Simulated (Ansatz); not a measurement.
The same ligand exchange along the group F, Cl, Br, I.

Gas-phase electronic energies from Ansatz, PBE0-D4/def2-TZVP geometries. CCSD(T)/CBS adds triple-zeta CCSD(T) − MP2 to the extrapolated MP2 energy (def2 sets, frozen cores). This one scheme is used for every species. Elements past krypton have def2 core potentials. For Ge, I outer-core shells are correlated without core-valence functions, which leaves a few kJ/mol of doubt a bond. Scalar relativity is left out up to krypton.

Q: Order these by ΔE at CCSD(T)/CBS, lowest first. (Estimate.)
A. `[Cl][GeH3]` + `[SH][GeH3]` → `[GeH3][S][GeH3]` + HCl
B. `[GeH3][I]` + `[SH][GeH3]` → `[GeH3][S][GeH3]` + HI
C. `[F][GeH3]` + `[SH][GeH3]` → `[GeH3][S][GeH3]` + H–F

A: C (-4.1 kJ/mol), A (+16.3 kJ/mol), B (+31.2 kJ/mol).

Largest T1 diagnostic: 0.012, for `[F][GeH3]`.
